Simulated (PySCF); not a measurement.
Compound: C5H9OSi (doublet state).
Cartesian coordinates in Å at the GFN2-xTB level; atoms count from 1:
```
atom  x, y, z in Å
O1    -2.595    0.586    0.301
C2    -1.923   -0.481   -0.334
C3    -0.467   -0.268   -0.167
C4     0.520   -1.123   -0.653
C5     1.816   -0.762   -0.413
C6     2.041    0.506    0.337
Si7    0.286    1.187    0.719
H8    -3.546    0.469    0.212
H9    -2.228   -1.446    0.109
H10   -2.187   -0.519   -1.406
H11    0.273   -2.027   -1.194
H12    2.655   -1.354   -0.744
H13    2.635    0.307    1.231
H14    2.642    1.189   -0.266
H15    0.017    1.250    2.160
H16    0.053    2.494    0.097
```

The hyperfine couplings belong to this conformer and change with its torsions.

As a line formula: `OC[C]1C=CC[SiH2]1` [radical].

Computed with PySCF, UKS B3LYP, pcH-1 on C H O Si, non-relativistic, mean-field spin-orbit, GIAO. Isolated species at its GFN2-xTB geometry (one conformer only). A GFN2-xTB geometry isn't a minimum of the functional, and hyperfine couplings can be far from their values at a DFT geometry. No stability test was run, so a lower SCF solution isn't excluded. ⟨S²⟩ is 0.773 where a pure state has 0.75.

(1) The isotropic 13C couplings are +54.6, +50.7, -44.1, -24.6, -17.3 MHz. Assign them to C2; C3; C4; C5; C6.

(2) Match the computed a_iso(1H) values +74.2, +47.7, +39.5, -38.5, +10.4, -1.8 MHz (means over equivalent nuclei) with the sites H8; H9/H10; H11; H12; H13/H14; H15/H16.

Answers

(1) 
```csv
site,a_iso (MHz),ρ(0) (bohr⁻³),position,distance from C3 (Å),spin population,largest |T| (MHz)
C2,-24.6,-0.0219,1 bond from C3,1.48,-0.05,1.3
C3,+54.6,+0.0486,largest spin population,0.00,+0.65,100.5
C4,-44.1,-0.0392,1 bond from C5,1.39,-0.24,26.4
C5,+50.7,+0.0452,a main spin site,2.35,+0.59,93.7
C6,-17.3,-0.0154,1 bond from C5,2.67,-0.04,1.0
```

(2) 
| site | a_iso (MHz) | ρ(0) (bohr⁻³) | position | distance from C3 (Å) | bound to | spin population there | largest \|T\| (MHz) |
| --- | --- | --- | --- | --- | --- | --- | --- |
| H8 | -1.8 | -0.0004 | 3 bonds from C3 | 3.19 | O1 | 0.00 | 2.4 |
| H9/H10 | +74.2 | +0.0166 | 2 bonds from C3 | 2.14 | C2 | -0.05 | 5.9 |
| H11 | +10.4 | +0.0023 | 2 bonds from C5, on C4 of spin population -0.24 | 2.17 | C4 | -0.24 | 5.4 |
| H12 | -38.5 | -0.0086 | 1 bond from C5 | 3.36 | C5 | +0.59 | 23.6 |
| H13/H14 | +47.7 | +0.0107 | 2 bonds from C5 | 3.44 | C6 | -0.04 | 5.5 |
| H15/H16 | +39.5 | +0.0088 | 2 bonds from C3 | 2.82 | Si7 | -0.02 | 3.5 |

ρ(0) is the spin density at the nucleus and T the dipolar tensor; a_iso includes a spin–orbit part; entries for several nuclei are means. Largest spin populations (Mulliken): C3 (+0.65), C5 (+0.59) and C4 (-0.24). The angles at C3 add up to 360.0°, so it is planar. Main spin sites, with 60 % or more of the largest population: C3, C5; positions count bonds from the nearest.

Class means assume fast exchange of nuclei equivalent by connectivity; if that motion is slow, each nucleus keeps its own coupling.
